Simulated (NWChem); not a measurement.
Molecule: C2HF3Si; SMILES C#C[Si](F)(F)F

All runs: NWChem. Structure relaxed at the PBE0/def2-SVP level. Total energies compare along this basis series because the functional is fixed.

```tsv
level	basis functions	energy (Ha)	highest occupied level (eV)	orbital gap (eV)	dipole (D)
PBE/pcseg-1	93	-665.3507	-8.10	6.13	2.73
PBE/aug-pcseg-1	151	-665.3733	-8.10	6.10	2.62
PBE/pcseg-2	198	-665.6367	-8.10	6.09	2.67
PBE/STO-3G	35	-656.6226	-3.57	6.59	0.34
PBE/def2-SVP	93	-665.0449	-7.90	6.19	2.51
```
